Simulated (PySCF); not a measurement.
# Electron correlation in Zn(2+) (zinc, charge +2)

[Ar] 3d9 4s1, high-spin 3D determinant (an excited configuration). Calculation: PySCF 2.14, in aug-cc-pwCVTZ-PP with ECP10MDF (8s8p7d4f3g, 122 functions); scalar relativity through the core potential. Frozen: 3s2 3p6; 10 electrons correlated.

MP2 pair energies summed by pair of shells (mhartree):

| pair | energy | share (%) |
| --- | --- | --- |
| 3d-3d | -368.05 | 92.2 |
| 3d-4s | -30.98 | 7.8 |

Total MP2 correlation energy: -399.03 mhartree.

Same-spin part -144.65 and opposite-spin part -254.39 mhartree; SCS-MP2 scales them by 1/3 and 6/5 to -353.48 mhartree.
